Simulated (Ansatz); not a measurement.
Job for Ansatz (a quantum-chemistry and plane-wave program): R-BLYP/def2-TZVPP on BrH2InO (SMILES [OH][InH][Br]), a point of a torsion scan. Elements past Kr take the def2 small-core potentials; no spin–orbit coupling.

Ansatz 0.2 input:
```yaml
crystal:
  periodic: [false, false, false]
  atoms:
    - {symbol: O, position_ang: [-1.39023600, -0.28267533, -0.39102657]}
    - {symbol: In, position_ang: [0.50759867, -0.04486528, -0.68712905]}
    - {symbol: Br, position_ang: [0.87016230, 1.79471859, -2.25638770]}
    - {symbol: H, position_ang: [-1.73976416, -0.61503389, 0.43312445]}
    - {symbol: H, position_ang: [1.70302037, -1.01754334, 0.01797098]}
basis:
  gaussian:
    orbitals: def2-TZVPP
hamiltonian:
  xc: {name: BLYP}
scf: {lower_state_search: off}
```

The log:

```
WARN ansatz: RAYON_NUM_THREADS=1 ignored (pool sized by the plan → 1); use --threads N
Functional definition: BLYP
these checks for a lower state are left out or cut short: stability, starts, cluster_reference, orbital_swaps, neighbouring_geometries, increment
integrals: 0.07 GiB planned
1033 factors; their error is unknown
mean field: 0.50 GiB planned
mean field evaluation 1: about -77291.8823 eV, gradient 7.6e1 eV
mean field evaluation 2: about -77150.5486 eV, gradient 2.0e2 eV
mean field evaluation 4: about -77300.5846 eV, gradient 2.2e1 eV
mean field evaluation 8: about -77301.5931 eV, gradient 2.2e-1 eV
mean field evaluation 16: about -77301.5678 eV, gradient 1.3e-4 eV
mean field -77301.56780363 eV, -2840.7802198989 hartree, gradient 3.7e-6 eV, S^2 0.000000; 0 other end points of the search recorded, 0 dependent functions left out
reference -77301.56814720 eV, -2840.7802325250 hartree; 33, 33 occupied and 124, 124 virtual orbitals, 1033 factors
Total energy: -77301.56814720 eV, -2840.7802325250 hartree
Checks for a lower state left out: stability, starts, cluster_reference, orbital_swaps, neighbouring_geometries, increment
```

The calculation finished and met its thresholds.

Cost: very roughly 1.6 core-seconds.
